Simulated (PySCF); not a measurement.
Cl2Ge (SMILES [Cl][Ge][Cl]), singlet, geometry from GFN2-xTB. Base run: PBE/def2-SVP run with PySCF.

The PySCF input:
```python
from pyscf import gto, scf, dft, solvent

mol = gto.M(
    atom='''
Ge    0.03708706   -0.04229772    0.71659349
Cl    1.00471861    1.32222639   -0.65255028
Cl   -1.07452955   -1.24260715   -0.69633159
''',
    basis='def2-svp',
    verbose=4,
)

mf = dft.RKS(mol)
mf.xc = 'pbe'
mf.kernel()
```

Variants of this job, named by their change:

| change | ΔE vs base (kcal/mol) | dipole (D) | HOMO-LUMO gap (eV) |
|---|---|---|---|
| base | 0.000 | 1.53 | 3.21 |
| model = IEF-PCM; solvent = chloroform; lebedev_order = 41 | -1.28 | 1.91 | 3.30 |
| model = SS(V)PE; solvent = chloroform | -1.28 | 1.91 | 3.29 |
| model = IEF-PCM; solvent = toluene | ? | 1.77 | ? |
| model = IEF-PCM; solvent = chloroform; vdw_scale = 1.1 | -1.83 | 2.01 | 3.33 |
| model = IEF-PCM; solvent = tetrahydrofuran | -1.48 | 1.97 | 3.31 |
| model = C-PCM; solvent = chloroform | -1.41 | 1.95 | 3.31 |
| model = IEF-PCM; solvent = water | -1.84 | 2.08 | 3.33 |
| model = IEF-PCM; solvent = chloroform; r_probe = 0.5 | ? | ? | ? |
| model = ddCOSMO; solvent = chloroform | -1.83 | 2.00 | 3.33 |
| model = IEF-PCM; solvent = chloroform; vdw_scale = 1.4 | ? | 1.77 | ? |
| model = IEF-PCM; solvent = chloroform; lebedev_order = 11 | -1.27 | 1.90 | 3.29 |

Q: Fill in the missing entries.

A: 
- model = IEF-PCM; solvent = toluene, ΔE vs base (kcal/mol): -0.83
- model = IEF-PCM; solvent = toluene, HOMO-LUMO gap (eV): 3.27
- model = IEF-PCM; solvent = chloroform; r_probe = 0.5, ΔE vs base (kcal/mol): -0.583
- model = IEF-PCM; solvent = chloroform; r_probe = 0.5, dipole (D): 1.74
- model = IEF-PCM; solvent = chloroform; r_probe = 0.5, HOMO-LUMO gap (eV): 3.25
- model = IEF-PCM; solvent = chloroform; vdw_scale = 1.4, ΔE vs base (kcal/mol): -0.68
- model = IEF-PCM; solvent = chloroform; vdw_scale = 1.4, HOMO-LUMO gap (eV): 3.26

The base is the gas phase, so ΔE is the electrostatic part of solvation at a fixed geometry, without cavity and dispersion terms.
